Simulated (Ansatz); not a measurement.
CH8BGaSi can be A, `[SiH3]B[CH2][GaH2]`, or B, `C[B]([SiH3])[GaH2]`.

Computed with Ansatz on PBE0-D4/def2-TZVP structures; ΔE is electronic, products minus reactants. CBS: MP2 limit from def2 TZ/QZ plus the TZ coupled-cluster correction, frozen cores. DFT in def2-TZVPP. For Ga outer-core shells are correlated without core-valence functions, which leaves a few kJ/mol of doubt a bond. Scalar relativity is left out up to krypton. One conformer a species, not always the lowest.

(1) Which isomer does CCSD(T)/CBS put lower? Give the gap. (Estimate.)

(2) Give E(B) − E(A) in kJ/mol with ωB97M-V, CCSD/def2-TZVPP, BLYP-D4, LDA (SPW92), r2SCAN-D4, CCSD(T)/def2-SVP, HF/def2-TZVPP. (An estimate is asked.)

(3) Does the order hold for the free energy at 298.15 K (harmonic terms from PBE0-D4)? (Estimate.)

Largest T1 diagnostic: 0.014.

## Answers

(1) Computed: A, by 38.6 kJ/mol.

(2) Ansatz gave: ωB97M-V 38.8, CCSD/def2-TZVPP 37.3, BLYP-D4 30.4, LDA (SPW92) 35.4, r2SCAN-D4 34.0, CCSD(T)/def2-SVP 34.0, HF/def2-TZVPP 28.4. None reverses the order clearly.

(3) Computed: Yes: G(B) − G(A) = +37.8 kJ/mol, for one conformer each. Modes under 60 cm⁻¹, often nearly free rotors, make the harmonic entropy too high.

In def2-TZVPP, CCSD(T) changes the Hartree–Fock value by +11.8 kJ/mol (the triples alone add +3.0 kJ/mol) and MP2 by +19.8 kJ/mol. At CCSD(T), def2-SVP lies −4.6 kJ/mol from the extrapolated value and def2-TZVPP +1.6 kJ/mol.
